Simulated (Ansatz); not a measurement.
A structure relaxed at PBE-D4/def2-SVPD in Ansatz, charge -1, singlet:

```xyz
9

Na    1.715   -1.083    0.880
Na    0.711   -0.523   -2.026
Na   -1.770    0.987   -0.878
Na   -0.774    0.414    2.026
H    -0.437   -0.728    0.007
H    -2.299    1.714    1.125
H     2.578   -1.245   -1.129
H    -0.842    0.790   -2.857
H     1.120   -0.326    2.851
```

Task: Give its formula and point group.

Result: Na₄H₅⁻. Point group C4v (tolerance 0.1 Å).

Task: Summarise the bond lengths by kind (pairs closer than 1.2 times the sum of covalent radii, bridged metal pairs left out).

Result: 12 × H–Na 2.19 to 2.35 Å.

The structure comes from a short search, and lower isomers may exist.
